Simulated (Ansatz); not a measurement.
## Ansatz (development build ahead of 0.2.0) run

```yaml
crystal:
  periodic: [false, false, false]
  atoms:
    - { symbol: C, position_ang: [0.0, 0.705, 0.0] }
    - { symbol: C, position_ang: [-1.41, 0.705, 0.0] }
    - { symbol: C, position_ang: [-1.41, -0.705, 0.0] }
    - { symbol: C, position_ang: [0.0, -0.705, 0.0] }
    - { symbol: C, position_ang: [1.2211, 1.41, 0.0] }
    - { symbol: C, position_ang: [2.44219, 0.705, 0.0] }
    - { symbol: C, position_ang: [2.44219, -0.705, 0.0] }
    - { symbol: C, position_ang: [1.2211, -1.41, 0.0] }
    - { symbol: C, position_ang: [3.85219, 0.705, 0.0] }
    - { symbol: C, position_ang: [3.85219, -0.705, 0.0] }
    - { symbol: H, position_ang: [-2.17721, 1.47221, 0.0] }
    - { symbol: H, position_ang: [-2.17721, -1.47221, 0.0] }
    - { symbol: H, position_ang: [1.2211, 2.495, 0.0] }
    - { symbol: H, position_ang: [1.2211, -2.495, 0.0] }
    - { symbol: H, position_ang: [4.6194, 1.47221, 0.0] }
    - { symbol: H, position_ang: [4.6194, -1.47221, 0.0] }
basis:
  gaussian: { orbitals: def2-SVP }
hamiltonian:
  xc: pbe0
```

The input is written out in the form of the current development build from the run's settings.

Results

```yaml
Converged: yes
Total_energy: -383.69763 hartree
Spin_squared_of_the_determinant: 0.000
Stability_test: minimum among restricted orbitals
```

Caution: an unrestricted determinant lies well below.
